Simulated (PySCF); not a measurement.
C₃H₅, SMILES C1[CH]C1, multiplicity 2.

The structure is a stationary point at B3LYP-D3(BJ)/def2-TZVP.

Method: ωB97X/def2-TZVPD in PySCF.

Gas-phase values at a fixed geometry.

Computed frontier levels, dipole moment and polarisability:
α spin, highest occupied and lowest empty level: -8.62 and 2.34 eV
β spin, highest occupied and lowest empty level: -11.04 and 0.47 eV
dipole moment: 0.61 D
quadrupole, principal values (traceless, Buckingham form, about the centre of nuclear charge): -2.02, -0.22, 2.23 D·Å
mean static polarisability: 35.3 bohr³ (5.23 Å³)
polarisability, principal values: 31.3, 37.1, 37.5 bohr³
⟨S²⟩: 0.754 (pure state 0.75)
